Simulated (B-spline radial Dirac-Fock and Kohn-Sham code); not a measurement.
Energy-loss ionisation edge K (1s) of Ni

System: the Ni atom, configuration [Ar] 3d8 4s2. These are calculated numbers from an atomic code on a B-spline grid; the model is the first Born approximation with generalised oscillator strengths from a Dirac-Hartree-Slater potential (longitudinal and transverse terms; continuum final states only, so no white lines or fine structure). The edge is taken at 8333.0 eV (tabulated value).

Input of the calculation (task.json; shells as n, l, electrons):

```json
{"items": [{
  "Z": 28,
  "q": 0,
  "cfg": [[1, 0, 2], [2, 0, 2], [2, 1, 6], [3, 0, 2], [3, 1, 6], [3, 2, 8], [4, 0, 2]],
  "A": 58,
  "rrms": 3.7757,
  "do": "eels",
  "beams": [[60, 5], [60, 10], [60, 20], [60, 100], [80, 10], [80, 100], [100, 10], [120, 5], [200, 5], [200, 50], [300, 5], [300, 10], [300, 20], [300, 50]],
  "edges": {"K": 8333.0}
}]}
```

Launch: `python xray2_run.py task.json out`

Partial cross sections σ(β, Δ) in barn, integrated over a window Δ above the edge and up to the collection semi-angle β, for parallel illumination:

| E₀ (kV) | β (mrad) | Δ = 25 eV | Δ = 50 eV | Δ = 100 eV | Δ = 200 eV | Δ = 300 eV |
| --- | --- | --- | --- | --- | --- | --- |
| 60 | 5 | 0.00385 | 0.00753 | 0.0149 | 0.0289 | 0.0421 |
| 60 | 10 | 0.0153 | 0.0299 | 0.0592 | 0.115 | 0.168 |
| 60 | 20 | 0.0598 | 0.117 | 0.231 | 0.450 | 0.655 |
| 60 | 100 | 0.897 | 1.76 | 3.49 | 6.82 | 9.98 |
| 80 | 10 | 0.0217 | 0.0425 | 0.0839 | 0.163 | 0.238 |
| 80 | 100 | 1.01 | 1.98 | 3.92 | 7.68 | 11.3 |
| 100 | 10 | 0.0283 | 0.0552 | 0.109 | 0.212 | 0.309 |
| 120 | 5 | 0.00890 | 0.0174 | 0.0344 | 0.0668 | 0.0973 |
| 200 | 5 | 0.0165 | 0.0322 | 0.0635 | 0.123 | 0.180 |
| 200 | 50 | ? | ? | ? | ? | ? |
| 300 | 5 | 0.0281 | 0.0548 | 0.108 | 0.210 | 0.306 |
| 300 | 10 | 0.109 | 0.212 | 0.420 | 0.816 | 1.19 |
| 300 | 20 | 0.325 | 0.636 | 1.26 | 2.46 | 3.59 |
| 300 | 50 | 0.789 | 1.55 | 3.07 | 6.02 | 8.84 |

Task: Give the row for 200 kV and 50 mrad.

Result: 0.691 b for 25 eV, 1.35 b for 50 eV, 2.69 b for 100 eV, 5.26 b for 200 eV, 7.71 b for 300 eV.
